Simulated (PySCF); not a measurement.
PySCF 2.14 output of an unrestricted r2SCAN calculation on a single atom or ion in aug-cc-pV(T+d)Z (6s5p4d2f, 55 functions), with no relativity, point nucleus:

```
SCF conv_tol = 1e-09
number electrons alpha = 9  beta = 6
    J. W. Furness, A. D. Kaplan, J. Ning, J. P. Perdew, and J. Sun.,  J. Phys. Chem. Lett. 11, 8208-8215 (2020)
    J. W. Furness, A. D. Kaplan, J. Ning, J. P. Perdew, and J. Sun.,  J. Phys. Chem. Lett. 11, 9248-9248 (2020)
    J. W. Furness, A. D. Kaplan, J. Ning, J. P. Perdew, and J. Sun.,  J. Phys. Chem. Lett. 11, 8208-8215 (2020)
    J. W. Furness, A. D. Kaplan, J. Ning, J. P. Perdew, and J. Sun.,  J. Phys. Chem. Lett. 11, 9248-9248 (2020)
cycle= 1 E= -397.708753491312  delta_E= -0.00181  |g|= 0.0138  |ddm|= 0.112
cycle= 2 E= -397.708774334176  delta_E= -2.08e-05  |g|= 0.003  |ddm|= 0.0207
cycle= 3 E= -397.708775378307  delta_E= -1.04e-06  |g|= 0.000257  |ddm|= 0.00215
cycle= 4 E= -397.708775401458  delta_E= -2.32e-08  |g|= 3.16e-05  |ddm|= 0.000389
cycle= 5 E= -397.708775402088  delta_E= -6.3e-10  |g|= 1.82e-06  |ddm|= 0.000145
converged SCF energy = -397.708775402088  <S^2> = 3.7504657  2S+1 = 4.0002329
```

The run itself started from symmetry-adapted Hartree-Fock orbitals and held the occupation by maximum overlap, on a logarithmic radial grid, so the iterations belong to that start.

Which element, charge and spin multiplicity is this?

S⁺ (sulfur, charge +1), multiplicity 4; the state was [Ne] 3s2 3p3, high-spin 4S determinant.
